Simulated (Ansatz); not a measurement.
Mulliken charges of GeH4Te, SMILES `[GeH3][TeH]` from ωB97M-V/def2-TZVPP in Ansatz (PBE0-D4/def2-TZVP geometry).

```json
{"atom": "Ge1", "x (Å)": "-0.313", "y (Å)": "-0.259", "z (Å)": "-0.537", "charge (e)": "0.051"}
{"atom": "Te2", "x (Å)": "-0.051", "y (Å)": "0.976", "z (Å)": "1.687", "charge (e)": "-0.126"}
{"atom": "H3", "x (Å)": "0.109", "y (Å)": "-1.728", "z (Å)": "-0.394", "charge (e)": "0.024"}
{"atom": "H4", "x (Å)": "-1.806", "y (Å)": "-0.168", "z (Å)": "-0.876", "charge (e)": "0.024"}
{"atom": "H5", "x (Å)": "0.521", "y (Å)": "0.421", "z (Å)": "-1.633", "charge (e)": "0.024"}
{"atom": "H6", "x (Å)": "1.582", "y (Å)": "0.694", "z (Å)": "1.706", "charge (e)": "0.004"}
```

By hand: the dipole of these point charges (1 e Å = 4.8032 D).

Σ q r = (-0.031, -0.169, -0.303) e Å, of length 0.348 e Å = 1.67 D.

How does the dipole of the full density compare? (Best estimate.)

The calculation gave: (0.017, -0.081, -0.136) e Å, 0.76 D; the point charges give 2.20 times that, at 11° from its direction.

Point charges leave out the atoms' own dipoles, such as those of lone pairs, and Mulliken's split depends on the basis, so the two needn't agree.
